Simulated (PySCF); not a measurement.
An element was calculated at UHF (PySCF 2.14, spin-free X2C, a triple-zeta basis, no spin-orbit coupling), in the ground configurations that NIST lists.

* first ionisation energy: 4.424 eV
* second ionisation energy: 11.171 eV
* third ionisation energy: 18.021 eV

Problem. Which element is it?

Solution. Cerium (Ce, Z = 58), in ANO-RCC-VTZP. NIST lists 5.539, 10.956 ± 0.02, 20.197 eV for these ionisation energies.
